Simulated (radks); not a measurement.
Task: The calcium ion Ca+, [Ar] 4s1. Method: non-relativistic Kohn-Sham, exchange-only PBE, spin-polarised, spherical densities, point nucleus; computed with a radial shooting solver on a logarithmic mesh with Libxc functionals. Every spin shell is full or empty, so the densities are truly spherical. Functionals are evaluated on that one density, not self-consistently. Rank these exchange functionals by their error against the exact value of the orbitals, and give that value: LDA, PBEsol, revPBE, PW91, PW86, AM05, SOGGA, G96, EV93, APBE, MVS.

Result: Exact: -35.0604 hartree. From best to worst, with 100 (|E| - |E exact|)/|E exact| (equal figures are ties): PW91 -0.09, G96 +0.12, revPBE -0.17, MVS -0.20, PW86 +0.42, APBE +0.56, EV93 +0.87, PBEsol -3.28, SOGGA -3.31, AM05 -6.55, LDA -7.38.
